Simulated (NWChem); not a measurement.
System: CrNHSClF; SMILES [Cr]([Cl])([F])(=[S])=[NH]

### Question
Give the equilibrium geometry at B3LYP/6-31G* (spherical d) (NWChem) as a Z-matrix, with the point group.

### Answer
point group C1; any orientation.
```
Cr
N 1 1.5933
H 2 1.0231 1 146.62
F 1 1.7074 2 109.55 3 -129.10
S 1 1.9788 2 108.10 3 -8.04
Cl 1 2.1532 2 107.10 3 109.17
```
